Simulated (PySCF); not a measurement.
## Calculated data, AlBH₅OSi, Al₂BH₃N, AlB₂ClH₃, CH₆AlBN and others

Calculation on a computer-drawn molecule: optimised geometry and harmonic frequencies of an isolated molecule of the commonest isotopes, restricted reference for singlets and unrestricted otherwise, frozen core in MP2. Program: PySCF 2.14.0.

```yaml
- entry: 1
  formula: AlBH5OSi
  start_structure:
    atoms_angstrom:
      - [B, -0.4616, -1.6531, 0.2555]
      - [Al, 1.4867, -1.0864, 0.4598]
      - [O, 1.8716, 0.6552, 0.2409]
      - [Si, 2.484, 2.1085, -0.0452]
      - [H, -1.2946, -1.6061, 1.1088]
      - [H, -0.9743, -1.9999, -0.8015]
      - [H, 2.8488, -1.5418, 0.8675]
      - [H, 2.9, 2.4158, -1.3437]
      - [H, 2.4958, 2.9563, 1.1575]
  given:
    charge: 1
    multiplicity: 1
    method: HF
    basis: "cc-pV(D+d)Z"
    drawn_bonds_atom: [1, 2, 3, 1, 1, 2, 4, 4]
    drawn_bonds_other_atom: [2, 3, 4, 5, 6, 7, 8, 9]
    drawn_bonds_order: [1, 1, 1, 1, 1, 1, 1, 1]
  results:
    optimised_atom_element: [B, Al, O, Si, H, H, H, H, H]
    "optimised_atom_x [angstrom]": [-0.5098, 1.551, 1.947, 2.425, -1.282, -0.9298, 2.87, 2.863, 2.422]
    "optimised_atom_y [angstrom]": [-1.61, -1.094, 0.6475, 2.096, -1.562, -1.95, -1.832, 2.513, 3.04]
    "optimised_atom_z [angstrom]": [0.2396, 0.5058, 0.2055, -0.0214, 1.153, -0.8285, 0.9046, -1.347, 1.089]
    "modes_frequency [cm^-1]": [82.06, 89.38, 92.83, 139.0, 212.7, 389.6, 450.5, 580.7, 645.8, 696.7, 757.7, 811.4, 900.8, 1050, 1221, 1244, 2068, 2438, 2482, 2694, 2784]
    "modes_reduced_mass [dalton]": [1.058, 4.04, 1.252, 2.378, 5.086, 1.116, 9.813, 3.116, 1.327, 1.317, 1.252, 1.187, 1.356, 1.059, 2.59, 1.745, 1.044, 1.027, 1.061, 1.052, 1.124]
    "rotational_constants [GHz]": [13.72, 1.825, 1.667]
    "total_energy [hartree]": -633.1028
    "convergence_status_largest_gradient_component [hartree/bohr]": 3.579e-05
- entry: 2
  formula: Al2BH3N
  start_structure:
    atoms_angstrom:
      - [B, -0.26, -1.056, 1.8598]
      - [Al, -0.0157, -1.2223, -0.1289]
      - ["N", 0.052, -1.3247, -1.8852]
      - [Al, 0.3195, -1.4677, -3.6362]
      - [H, -1.1873, -1.4934, 2.4128]
      - [H, 0.7095, -0.7045, 2.4638]
      - [H, 0.4834, -1.7647, -5.13]
  given:
    charge: 0
    multiplicity: 2
    method: HF
    basis: "cc-pV(D+d)Z"
    drawn_bonds_atom: [1, 2, 3, 1, 1, 4]
    drawn_bonds_other_atom: [2, 3, 4, 5, 6, 7]
    drawn_bonds_order: [1, 2, 1, 1, 1, 1]
  results:
    optimised_atom_element: [B, Al, "N", Al, H, H, H]
    "optimised_atom_x [angstrom]": [-0.2555, 0.2518, 0.2512, 0.2643, -1.297, 0.601, 0.2856]
    "optimised_atom_y [angstrom]": [-0.9739, -1.921, -1.674, -1.476, -1.239, -0.441, -1.308]
    "optimised_atom_z [angstrom]": [1.709, -0.1022, -1.828, -3.451, 2.255, 2.369, -4.995]
    "modes_frequency [cm^-1]": [55.87, 81.27, 118.8, 217.1, 445.3, 466.6, 482.6, 531.0, 660.6, 835.4, 1184, 1314, 2110, 2624, 2703]
    "modes_reduced_mass [dalton]": [4.556, 3.308, 8.142, 1.305, 5.595, 1.156, 1.17, 1.227, 10.53, 1.336, 1.142, 12.97, 1.053, 1.05, 1.124]
    "rotational_constants [GHz]": [41.4, 1.625, 1.585]
    "total_energy [hartree]": -564.6499
    spin_squared: 0.8184
    "convergence_status_largest_gradient_component [hartree/bohr]": 8.274e-06
- entry: 3
  formula: AlB2ClH3
  start_structure:
    atoms_angstrom:
      - [B, -0.4164, -1.1402, -0.0028]
      - [Al, 0.0563, -0.2567, 1.7814]
      - [B, 0.4554, 0.9212, 3.3375]
      - [Cl, -0.7051, 1.8635, 2.1463]
      - [H, -0.0254, -2.2009, -0.2372]
      - [H, -1.1613, -0.5855, -0.7197]
      - [H, 0.6727, 1.5334, 4.3119]
  given:
    charge: 0
    multiplicity: 2
    method: HF
    basis: "cc-pV(D+d)Z"
    drawn_bonds_atom: [1, 2, 3, 1, 1, 3]
    drawn_bonds_other_atom: [2, 3, 4, 5, 6, 7]
    drawn_bonds_order: [1, 1, 1, 1, 1, 1]
  results:
    optimised_atom_element: [B, Al, B, Cl, H, H, H]
    "optimised_atom_x [angstrom]": [-0.3636, -0.6917, 0.1322, -0.6699, 0.4317, -1.031, 1.069]
    "optimised_atom_y [angstrom]": [-1.272, -0.5082, 1.142, 2.731, -2.151, -0.918, 1.111]
    "optimised_atom_z [angstrom]": [0.005388, 1.959, 3.046, 2.944, -0.198, -0.9304, 3.792]
    "modes_frequency [cm^-1]": [63.61, 121.4, 159.8, 235.3, 472.1, 519.1, 603.2, 685.3, 818.9, 863.5, 1082, 1215, 2649, 2718, 2728]
    "modes_reduced_mass [dalton]": [4.465, 3.052, 3.502, 1.272, 3.692, 1.365, 5.939, 1.441, 4.924, 1.359, 1.258, 1.136, 1.052, 1.092, 1.122]
    "rotational_constants [GHz]": [14.07, 1.583, 1.498]
    "total_energy [hartree]": -752.4943
    spin_squared: 0.8038
    "convergence_status_largest_gradient_component [hartree/bohr]": 1.652e-05
- entry: 4
  formula: AlB2ClH3
  start_structure:
    atoms_angstrom:
      - [B, -0.3636, -1.2717, 0.0054]
      - [Al, -0.6917, -0.5082, 1.9587]
      - [B, 0.1322, 1.1421, 3.0458]
      - [Cl, -0.6699, 2.7309, 2.9439]
      - [H, 0.4317, -2.1513, -0.198]
      - [H, -1.0312, -0.918, -0.9304]
      - [H, 1.0688, 1.1111, 3.792]
  given:
    charge: 0
    multiplicity: 2
    method: MP2
    basis: "cc-pV(D+d)Z"
    drawn_bonds_atom: [1, 2, 3, 1, 1, 3]
    drawn_bonds_other_atom: [2, 3, 4, 5, 6, 7]
    drawn_bonds_order: [1, 1, 1, 1, 1, 1]
  results:
    optimised_atom_element: [B, Al, B, Cl, H, H, H]
    "optimised_atom_x [angstrom]": [-0.3822, -0.1093, 0.1584, -0.7941, 0.2561, -1.182, 0.9292]
    "optimised_atom_y [angstrom]": [-1.357, -0.08247, 1.247, 2.729, -2.381, -1.099, 1.076]
    "optimised_atom_z [angstrom]": [-0.08084, 1.493, 3.111, 3.175, -0.1543, -0.9499, 4.023]
    "modes_frequency [cm^-1]": [67.99, 119.0, 193.7, 220.2, 473.2, 539.3, 631.4, 659.3, 767.3, 835.6, 1045, 1138, 2605, 2663, 2700]
    "modes_reduced_mass [dalton]": [4.32, 3.57, 5.586, 1.126, 2.768, 1.736, 5.474, 1.435, 1.285, 4.324, 1.341, 1.151, 1.05, 1.092, 1.125]
    "rotational_constants [GHz]": [22.68, 1.498, 1.405]
    "total_energy [hartree]": -752.8372
    spin_squared: 0.7644
    "convergence_status_largest_gradient_component [hartree/bohr]": 2.683e-05
- entry: 5
  formula: CH6AlBN
  start_structure:
    atoms_angstrom:
      - [B, -1.3823, 0.8316, -1.1462]
      - [Al, -1.2602, 1.2897, 0.6827]
      - ["N", -1.0479, 1.683, 2.528]
      - [C, -0.408, 1.0925, 3.6657]
      - [H, -0.6015, 0.1325, -1.6362]
      - [H, -1.8421, 1.7001, -1.867]
      - [H, -1.5441, 2.4634, 2.7948]
      - [H, 0.121, 0.1706, 3.3499]
      - [H, -1.1743, 0.7474, 4.4439]
      - [H, 0.3624, 1.831, 4.1312]
  given:
    charge: 0
    multiplicity: 2
    method: HF
    basis: "cc-pV(D+d)Z"
    drawn_bonds_atom: [1, 2, 3, 1, 1, 3, 4, 4, 4]
    drawn_bonds_other_atom: [2, 3, 4, 5, 6, 7, 8, 9, 10]
    drawn_bonds_order: [1, 1, 1, 1, 1, 1, 1, 1, 1]
  results:
    optimised_atom_element: [B, Al, "N", C, H, H, H, H, H, H]
    "optimised_atom_x [angstrom]": [-1.114, -1.385, -1.062, -0.5665, -0.1035, -2.026, -1.233, -0.3842, -1.282, 0.3779]
    "optimised_atom_y [angstrom]": [0.8196, 2.302, 2.115, 0.97, 0.7714, 0.1234, 2.893, 0.1324, 0.6278, 1.187]
    "optimised_atom_z [angstrom]": [-0.7275, 0.7933, 2.529, 3.273, -1.381, -1.091, 3.141, 2.597, 4.029, 3.784]
    "modes_frequency [cm^-1]": [104.5, 143.3, 174.9, 195.7, 305.7, 511.4, 513.8, 583.1, 746.5, 865.2, 1154, 1198, 1211, 1226, 1516, 1571, 1591, 1620, 2642, 2720, 3147, 3197, 3238, 3774]
    "modes_reduced_mass [dalton]": [3.161, 1.194, 1.886, 1.138, 4.016, 1.24, 4.681, 1.148, 5.912, 1.372, 1.142, 3.246, 1.291, 1.288, 1.382, 1.167, 1.044, 1.042, 1.052, 1.123, 1.036, 1.105, 1.101, 1.074]
    "rotational_constants [GHz]": [11.75, 3.205, 2.614]
    "total_energy [hartree]": -362.3781
    spin_squared: 0.8115
    "convergence_status_largest_gradient_component [hartree/bohr]": 2.384e-05
- entry: 6
  formula: CH5AlBO
  start_structure:
    atoms_angstrom:
      - [B, 1.5323, -2.8513, 0.1927]
      - [Al, 1.7378, -0.8955, 0.6608]
      - [O, 1.8469, 0.7075, 1.0327]
      - [C, 1.8888, 2.0821, 1.4226]
      - [H, 1.4103, -3.0268, -0.8899]
      - [H, 2.1681, -3.4815, 0.9377]
      - [H, 2.4311, 2.264, 2.3424]
      - [H, 0.8413, 2.4538, 1.5725]
      - [H, 2.2474, 2.6324, 0.5586]
  given:
    charge: 0
    multiplicity: 2
    method: HF
    basis: "cc-pV(D+d)Z"
    drawn_bonds_atom: [1, 2, 3, 1, 1, 4, 4, 4]
    drawn_bonds_other_atom: [2, 3, 4, 5, 6, 7, 8, 9]
    drawn_bonds_order: [1, 1, 1, 1, 1, 1, 1, 1]
  results:
    optimised_atom_element: [B, Al, O, C, H, H, H, H, H]
    "optimised_atom_x [angstrom]": [1.542, 2.965, 2.707, 1.798, 0.9815, 1.459, 2.131, 0.7993, 1.721]
    "optimised_atom_y [angstrom]": [-2.354, -0.7456, 0.8407, 1.778, -2.626, -3.145, 2.17, 1.349, 2.616]
    "optimised_atom_z [angstrom]": [0.3026, 0.3827, 0.8724, 1.349, -0.7263, 1.205, 2.313, 1.48, 0.6518]
    "modes_frequency [cm^-1]": [65.37, 76.12, 141.7, 195.1, 202.0, 490.9, 504.5, 727.6, 853.1, 1195, 1269, 1281, 1307, 1599, 1599, 1606, 2645, 2728, 3154, 3221, 3239]
    "modes_reduced_mass [dalton]": [1.051, 3.017, 3.146, 1.169, 5.655, 4.885, 1.211, 7.35, 1.401, 1.14, 1.63, 1.27, 3.846, 1.046, 1.137, 1.048, 1.05, 1.124, 1.034, 1.101, 1.107]
    "rotational_constants [GHz]": [15.02, 3.006, 2.6]
    "total_energy [hartree]": -382.2256
    spin_squared: 0.8171
    "convergence_status_largest_gradient_component [hartree/bohr]": 4.373e-06
- entry: 7
  formula: CH5B2O
  start_structure:
    atoms_angstrom:
      - [B, -1.4244, -0.411, -1.7836]
      - [B, -1.4978, -0.3568, -0.1671]
      - [C, -1.4251, -0.1497, 1.2361]
      - [O, -0.9342, 1.0298, 1.9397]
      - [H, -0.9034, 0.7045, -2.0327]
      - [H, -0.7454, -1.2222, -2.2835]
      - [H, -2.579, -0.3423, -2.3346]
      - [H, -1.7599, -0.8632, 1.9932]
      - [H, -0.5997, 1.5714, 1.1906]
  given:
    charge: -1
    multiplicity: 1
    method: HF
    basis: aug-cc-pVDZ
    drawn_bonds_atom: [1, 2, 3, 1, 1, 1, 3, 4]
    drawn_bonds_other_atom: [2, 3, 4, 5, 6, 7, 8, 9]
    drawn_bonds_order: [1, 2, 1, 1, 1, 1, 1, 1]
  results:
    optimised_atom_element: [B, B, C, O, H, H, H, H, H]
    "optimised_atom_x [angstrom]": [-1.462, -1.476, -1.418, -0.9245, -0.9273, -0.7378, -2.586, -1.781, -0.5569]
    "optimised_atom_y [angstrom]": [-0.3955, -0.3094, -0.1088, 1.008, 0.7179, -1.288, -0.414, -0.864, 1.614]
    "optimised_atom_z [angstrom]": [-1.845, -0.1527, 1.253, 1.963, -2.086, -2.298, -2.359, 1.94, 1.343]
    "modes_frequency [cm^-1]": [65.01, 132.1, 153.4, 266.9, 378.9, 584.8, 678.8, 815.3, 820.1, 1048, 1158, 1187, 1221, 1240, 1413, 1680, 2229, 2362, 2375, 3301, 4192]
    "modes_reduced_mass [dalton]": [1.147, 2.395, 1.218, 2.156, 1.808, 3.881, 1.599, 2.941, 1.525, 5.578, 1.366, 1.049, 1.101, 1.105, 1.344, 4.263, 1.078, 1.108, 1.049, 1.086, 1.067]
    "rotational_constants [GHz]": [32.74, 3.418, 3.177]
    "total_energy [hartree]": -164.9472
    "convergence_status_largest_gradient_component [hartree/bohr]": 4.064e-05
- entry: 8
  formula: B2ClH4
  start_structure:
    atoms_angstrom:
      - [B, -0.0893, -0.8528, -1.3503]
      - [B, 0.3207, -0.106, -0.0153]
      - [Cl, 1.9422, 0.1392, 0.6958]
      - [H, -0.1092, 0.0557, -2.2471]
      - [H, -1.2725, -1.382, -1.3478]
      - [H, 0.6979, -1.686, -1.8209]
      - [H, -0.4045, 0.5507, 0.67]
  given:
    charge: -1
    multiplicity: 1
    method: HF
    basis: "aug-cc-pV(D+d)Z"
    drawn_bonds_atom: [1, 2, 1, 1, 1, 2]
    drawn_bonds_other_atom: [2, 3, 4, 5, 6, 7]
    drawn_bonds_order: [1, 1, 1, 1, 1, 1]
  results:
    optimised_atom_element: [B, B, Cl, H, H, H, H]
    "optimised_atom_x [angstrom]": [-0.1012, 0.2888, 2.009, -0.164, -1.239, 0.7339, -0.4418]
    "optimised_atom_y [angstrom]": [-0.891, -0.06363, 0.09389, 0.07031, -1.389, -1.713, 0.6104]
    "optimised_atom_z [angstrom]": [-1.426, 0.004434, 0.7184, -2.237, -1.352, -1.82, 0.6959]
    "modes_frequency [cm^-1]": [99.95, 269.0, 384.1, 548.4, 782.5, 870.7, 925.8, 1120, 1170, 1196, 1233, 2225, 2312, 2372, 2582]
    "modes_reduced_mass [dalton]": [1.211, 2.699, 1.128, 3.281, 1.969, 1.947, 1.809, 1.146, 1.267, 1.12, 1.134, 1.081, 1.08, 1.072, 1.094]
    "rotational_constants [GHz]": [38.35, 4.438, 4.109]
    "total_energy [hartree]": -511.2277
    "convergence_status_largest_gradient_component [hartree/bohr]": 2.736e-05
- entry: 9
  formula: B2ClH4
  start_structure:
    atoms_angstrom:
      - [B, -0.1012, -0.891, -1.4261]
      - [B, 0.2888, -0.0636, 0.0044]
      - [Cl, 2.0091, 0.0939, 0.7184]
      - [H, -0.164, 0.0703, -2.2368]
      - [H, -1.2394, -1.3885, -1.3518]
      - [H, 0.7339, -1.7126, -1.8197]
      - [H, -0.4418, 0.6104, 0.6959]
  given:
    charge: -1
    multiplicity: 1
    method: MP2
    basis: "aug-cc-pV(D+d)Z"
    drawn_bonds_atom: [1, 2, 1, 1, 1, 2]
    drawn_bonds_other_atom: [2, 3, 4, 5, 6, 7]
    drawn_bonds_order: [1, 1, 1, 1, 1, 1]
  results:
    optimised_atom_element: [B, B, Cl, H, H, H, H]
    "optimised_atom_x [angstrom]": [-0.139, 0.2382, 2.02, 0.1126, -1.312, 0.6951, -0.5294]
    "optimised_atom_y [angstrom]": [-1.163, -0.1084, 0.2675, 0.179, -1.294, -1.783, 0.6203]
    "optimised_atom_z [angstrom]": [-1.274, -0.09467, 0.4219, -1.463, -1.594, -1.913, 0.5016]
    "modes_frequency [cm^-1]": [266.5, 484.7, 539.0, 720.1, 747.4, 833.5, 981.0, 1053, 1079, 1185, 1303, 1842, 2473, 2530, 2548]
    "modes_reduced_mass [dalton]": [2.591, 1.417, 3.396, 1.442, 1.689, 1.127, 1.439, 1.519, 1.058, 1.527, 1.041, 1.078, 1.059, 1.114, 1.098]
    "rotational_constants [GHz]": [40.06, 4.709, 4.302]
    "total_energy [hartree]": -511.6029
    "convergence_status_largest_gradient_component [hartree/bohr]": 3.201e-05
- entry: 10
  formula: CH6BSi
  start_structure:
    atoms_angstrom:
      - [B, 0.3489, -1.9284, -1.166]
      - [C, -0.7332, -1.3904, -2.237]
      - [Si, -2.2757, -0.7237, -1.9504]
      - [H, 1.3821, -1.2999, -1.3059]
      - [H, -0.0866, -1.8731, -0.0206]
      - [H, 0.6722, -3.1143, -1.4308]
      - [H, -0.3892, -1.3768, -3.2855]
      - [H, -2.9597, -0.5213, -0.6358]
      - [H, -3.3656, -0.2482, -2.8969]
  given:
    charge: -1
    multiplicity: 1
    method: HF
    basis: "aug-cc-pV(D+d)Z"
    drawn_bonds_atom: [1, 2, 1, 1, 1, 2, 3, 3]
    drawn_bonds_other_atom: [2, 3, 4, 5, 6, 7, 8, 9]
    drawn_bonds_order: [1, 2, 1, 1, 1, 1, 1, 1]
  results:
    optimised_atom_element: [B, C, Si, H, H, H, H, H, H]
    "optimised_atom_x [angstrom]": [0.3601, -0.7595, -2.322, 1.408, -0.04685, 0.6197, -0.4904, -2.933, -3.242]
    "optimised_atom_y [angstrom]": [-1.931, -1.364, -0.7263, -1.265, -1.859, -3.118, -1.387, -0.5822, -0.2438]
    "optimised_atom_z [angstrom]": [-1.167, -2.229, -1.929, -1.291, 0.005326, -1.449, -3.287, -0.5888, -2.993]
    "modes_frequency [cm^-1]": [210.4, 218.3, 337.4, 402.9, 613.5, 712.2, 835.2, 944.9, 945.1, 1012, 1017, 1211, 1222, 1232, 1266, 2253, 2255, 2279, 2303, 2321, 3218]
    "modes_reduced_mass [dalton]": [1.194, 2.35, 1.25, 1.141, 1.447, 1.812, 1.082, 1.432, 1.599, 1.385, 1.43, 1.19, 1.252, 1.063, 1.626, 1.1, 1.045, 1.095, 1.037, 1.036, 1.084]
    "rotational_constants [GHz]": [35.22, 4.841, 4.408]
    "total_energy [hartree]": -354.9107
    "convergence_status_largest_gradient_component [hartree/bohr]": 3.645e-05
```
